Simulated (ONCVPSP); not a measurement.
carbon (C): variants of one ONCV potential

Base potential:

ONCVPSP 4.0.1 input, shortened (lines: element, Z, core and valence counts, functional; n l f; lmax; l rc ep ncon nbas qcut; lloc lpopt rc5 dvloc0; l nproj debl; icmod fcfact rcfact), LDA (Perdew-Zunger), scalar-relativistic:

```
  C 6.00    1    2        3      upf
    1    0    2.00
    2    0    1.50
    2    1    2.50
    2
    0    0.80    0.00    3    7    9.30
    1    2.70    0.00    4    8    4.80
    2    2.20    0.42    3    7    4.00
    4    5    0.60    0.00
    0    2    3.50
    1    2    3.30
    2    3    0.40
    3    4.00    1.70
```

Cutoffs, loose and tight: the cutoffs (Ha) at which the residual kinetic energy of the hardest occupied pseudo-wave falls to 1 and 0.1 mHa per electron. They do not see the model core or the augmentation charge, which bear on the density cutoff. Test errors are all-electron minus pseudo excitation energies from the reference, over the configurations 2s2 2p2; 2s2 2p1; 2s2 2p0; 2s1 2p0. A dash means not determined; rows that change the core or the reference have their own tests.

A true bound ghost makes a file unfit for plane-wave use even where its test errors are small: the radial tests pick states by their node count and pass the ghost by.

| change | outcome | cutoff, loose | cutoff, tight | bound ghosts | GHOST(+) flags above zero | largest test error (meV) |
| --- | --- | --- | --- | --- | --- | --- |
| base | generated | 20 Ha | 243 Ha | s, p | d | +2147 |
| all radii but the core radius scaled by about 0.78 (s 0.62, p 2.12, d 1.72 bohr); local potential polynomial inside 0.48 bohr (lpopt 5, dvloc0 0 Ha) | generated | 414 Ha | 487 Ha | s, p, d | none | +1178 |
| all radii but the core radius scaled by about 1.15 (s 0.92, p 3.10, d 2.54 bohr); local potential polynomial inside 0.70 bohr (lpopt 5, dvloc0 0 Ha) | generated | 21 Ha | 27 Ha | none | p | +2939 |
| all radii but the core radius scaled by about 1.32 (s 1.06, p 3.56, d 2.90 bohr); local potential polynomial inside 0.80 bohr (lpopt 5, dvloc0 0 Ha) | generated | 23 Ha | 30 Ha | none | p | +3946 |

Q: What comes out with this change to the base: all radii but the core radius scaled by about 0.90 (s 0.72, p 2.44, d 1.98 bohr); local potential polynomial inside 0.54 bohr (lpopt 5, dvloc0 0 Ha)?

A: outcome: generated; cutoff, loose: 141 Ha; cutoff, tight: 294 Ha; bound ghosts: s, p, d; GHOST(+) flags above zero: none; largest test error (meV): +1679.

Q: What comes out with this change to the base: all radii but the core radius scaled by about 1.21 (s 0.96, p 3.26, d 2.66 bohr); local potential polynomial inside 0.72 bohr (lpopt 5, dvloc0 0 Ha)?

A: outcome: generated; cutoff, loose: 22 Ha; cutoff, tight: 28 Ha; bound ghosts: none; GHOST(+) flags above zero: p; largest test error (meV): +3320.

Q: What comes out with this change to the base: all radii but the core radius scaled by about 1.07 (s 0.86, p 2.88, d 2.34 bohr); local potential polynomial inside 0.64 bohr (lpopt 5, dvloc0 0 Ha)?

A: outcome: generated; cutoff, loose: 20 Ha; cutoff, tight: 29 Ha; bound ghosts: p; GHOST(+) flags above zero: s; largest test error (meV): +2512.

Reading the sweep of the scale of all radii but the core radius (base = 1) (base included, trends over the rows without a ghost): Bound ghosts are found at 0.78, 0.9, 1, 1.07.
